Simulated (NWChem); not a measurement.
Molecule: sulfur trioxide (SO3); SMILES O=S(=O)=O

```xyz
4

O     -1.0277    -1.0277     0.0000
S      0.0000     0.0000     0.0000
O     -0.3762     1.4039     0.0000
O      1.4039    -0.3762     0.0000
```
Atoms are numbered in this order, from 1.

The geometry was optimised at B3LYP/6-31G* (spherical d).

Task: List the 4 lowest vertical singlet excitations from B3LYP/aug-cc-pVDZ, TDA (NWChem).

Result: 
| state | energy (eV) | oscillator strength | leading excitation (squared amplitude) |
|---|---|---|---|
| S1 | 4.75 | 0.000 | HOMO → LUMO (1.00) |
| S2 | 5.22 | 0.000 | HOMO → LUMO+1 (0.99) |
| S3 | 6.42 | 0.000 | HOMO−1 → LUMO+1 (0.97) |
| S4 | 6.42 | 0.000 | HOMO−2 → LUMO+1 (0.97) |
